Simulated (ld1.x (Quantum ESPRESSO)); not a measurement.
Reading a pseudo-wave (titanium)

Columns: radius, all-electron u(r) and pseudo u(r) of the 3p shell (level -46.11 eV) of titanium in the configuration [Ne] 3s2 3p6 3d2 4s1 4p0; Wu–Cohen, scalar-relativistic, RRKJ scheme, ld1.x (Quantum ESPRESSO) 7.5.

```
r (bohr)  all-electron   pseudo
   0.132        0.4899  -0.0488
   0.265        0.3724  -0.1924
   0.398       -0.1122  -0.4110
   0.530       -0.5621  -0.6585
   0.663       -0.8602  -0.8764
   0.795       -1.0029  -1.0078
   0.928       -1.0309  -1.0370
   1.060       -0.9859  -0.9881
   1.193       -0.9005  -0.9005
   1.325       -0.7985  -0.7985
   1.458       -0.6925  -0.6925
   1.590       -0.5918  -0.5918
   1.723       -0.4992  -0.4992
   1.855       -0.4177  -0.4177
   1.988       -0.3466  -0.3466
   2.120       -0.2864  -0.2864
   2.252       -0.2356  -0.2356
   2.385       -0.1929  -0.1929
   2.518       -0.1574  -0.1574
   2.650       -0.1284  -0.1284
   2.782       -0.1045  -0.1045
   2.915       -0.0847  -0.0847
   3.048       -0.0686  -0.0686
   3.180       -0.0555  -0.0555
   3.312       -0.0449  -0.0449
   3.445       -0.0361  -0.0361
```

Problem. How many radial nodes do the two functions have?

Solution. The all-electron 3p function has n − l − 1 = 1; the pseudo-wave has 0, since the states of the same l below it are removed with the core.

Problem. At about which radius was the pseudo-wave matched?

Solution. 1.20 bohr, where the columns begin to agree (steps of 0.13 bohr).

Problem. Is the pseudo-wave norm-conserving?

Solution. Yes: the RRKJ scheme keeps the norm inside the radius equal to the all-electron one, which fixes the energy derivative of the logarithmic derivative at the level.
